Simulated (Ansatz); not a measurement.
A nudged elastic band was laid between two geometries of C$_{2}$H$_{6}$Ge (9 atoms, charge 0, multiplicity 1).

The calculation used RKS PBE/def2-SVP (Ansatz).

| Item | Value |
| --- | --- |
| movable images | 7 |
| climbing image | yes |
| spring | 5.0 eV/Å² |
| optimiser | quadratic models (default) |
| start path | through a guess of the saddle point |
| force threshold | 0.03 eV/Å |
| iteration limit | 60 |
| end points | relaxed |

Image 0:

```xyz
9
Properties=species:S:1:pos:R:3
C -0.783 0.834 -1.106
C 0.064 0.756 -0.062
Ge 0.550 -0.923 0.808
H -1.262 -0.061 -1.540
H -1.038 1.799 -1.578
H 0.514 1.686 0.333
H 2.083 -1.160 0.723
H -0.195 -2.084 0.097
H 0.155 -0.895 2.310
```

Image 8:

```xyz
9
Properties=species:S:1:pos:R:3
C -0.947 1.057 -0.717
C 0.259 0.489 -0.530
Ge 0.583 -0.968 0.729
H -1.842 0.728 -0.162
H -1.097 1.882 -1.435
H 1.121 0.859 -1.115
H 1.637 -0.550 1.790
H 1.126 -2.220 -0.013
H -0.751 -1.324 1.437
```

(1) Which bonds break or form, and what moves?

(2) What energy profile does the band end with?

(3) What is the geometry of the highest image?

(4) What are the harmonic wavenumbers there?

## Answers

(1) No bond is made or broken. The dihedral C1–C2–Ge3–H8 goes from 0 to 120°. The two ends are copies of one structure, up to a mirror image or an exchange of like atoms.

(2) The forces met the threshold. The highest image is number 4 of 0 to 8, 4.7 kJ/mol above the ends, which have the same energy within 2 meV. A vibrational analysis at the climbing image gives one clearly imaginary mode, 119i cm⁻¹: a first-order saddle point.

| image | path coordinate (Å) | energy (kJ/mol) | dihedral C1–C2–Ge3–H8 (°) |
| --- | --- | --- | --- |
| 0 | 0.00 | 0.0 | 0 |
| 1 | 0.45 | 0.7 | 15 |
| 2 | 0.91 | 2.4 | 30 |
| 3 | 1.36 | 4.0 | 45 |
| 4 | 1.81 | 4.7 | 60 |
| 5 | 2.26 | 4.0 | 75 |
| 6 | 2.72 | 2.4 | 90 |
| 7 | 3.17 | 0.7 | 105 |
| 8 | 3.62 | 0.0 | 120 |

(3) 
```xyz
9
Properties=species:S:1:pos:R:3
C -0.939 0.920 -0.907
C 0.226 0.676 -0.279
Ge 0.589 -0.948 0.755
H -1.784 0.209 -0.885
H -1.106 1.849 -1.480
H 1.031 1.431 -0.340
H 2.027 -0.888 1.335
H 0.464 -2.207 -0.145
H -0.420 -1.088 1.928
```

(4) 119i, 246, 419, 520, 610, 610, 811, 856, 858, 932, 979, 997, 1225, 1368, 1623, 2072, 2077, 2089, 3046, 3080, 3137 cm⁻¹.

Time of the run: 93 s on 1 thread of Arm Neoverse V2, with other jobs on the host, peak memory 0.12 GiB.
